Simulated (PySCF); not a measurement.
## CBr2, triplet: structure and spectrum

Computed with UPBE0/[C def2-TZVP, Br def2-TZVP], no relativity, density fitting, PySCF.

The structure is a minimum.

```xyz
3
charge 0 multiplicity 3, angstrom
C     0.0000    0.0000   -0.7144
Br    1.6506    0.0000    0.0543
Br   -1.6506    0.0000    0.0543
```

```
Point group                                                                   : C2v
Bond lengths                                                                  : C–Br 1.821 Å (×2)
Bond angles                                                                   : Br–C–Br 130.1°
Rotational constants                                                          : 2.558, 0.0392, 0.03861 cm⁻¹
Principal quadrupole moments (Buckingham, traceless) about the centre of mass : -2.36, -1.48, 3.84 D Å
Spin squared ⟨S²⟩                                                             : 2.011
Zero-point energy                                                             : 9.8 kJ/mol
Principal polarisabilities                                                    : 34.2, 38.7, 78.2 bohr³
Entropy at 298.15 K and 1 bar (electronic part: spin only)                    : 295.4 J/(mol K)
Atomisation energy without zero-point energy                                  : 598 kJ/mol
Dipole moment                                                                 : 0.47 D
Rotational symmetry number                                                    : 2
Heat capacity Cp at 298.15 K                                                  : 48.0 J/(mol K)
Highest occupied level (α)                                                    : -6.18 eV
Lowest empty level (β)                                                        : -3.19 eV
Enthalpy at 298.15 K above 0 K                                                : 12.09 kJ/mol
```

Harmonic modes (masses in u: C 12.000, Br 78.918):
| symmetry | ω (cm⁻¹) | IR (km/mol) | μ (u) |
| --- | --- | --- | --- |
| a1 | 188 | 0.1 | 45.89 |
| a1 | 539 | 0.1 | 14.45 |
| b2 | 903 | 156 | 12.93 |

In C2v the vibrations span 2a1 + b2. Here b1 is antisymmetric to the molecular plane and b2 lies in it.

Charges (e):
```json
{"atom": "C1", "Mulliken": "-0.14", "Löwdin": "-0.77", "polar tensor": "0.40", "spin (Mulliken)": "1.57", "Mayer order to C1": "–"}
{"atom": "Br2,3", "Mulliken": "0.07", "Löwdin": "0.39", "polar tensor": "-0.20", "spin (Mulliken)": "0.21", "Mayer order to C1": "1.30"}
```

Mulliken populations on C1: s 3.40, p 2.62, d 0.11, f 0.01.

Other isomers or separated fragments may lie lower. At this level a broken-symmetry Ms = 0 minimum of C2v symmetry lies 43 kJ/mol below this structure.

The final relaxation and frequency run took 35 s on 4 threads of a shared Intel Xeon 6975P-C (Granite Rapids) host, with 127 basis functions and 8 gradients; the process peaked at 1.1 GiB. Launch command: `OMP_NUM_THREADS=4 python axn.py task.json out`.
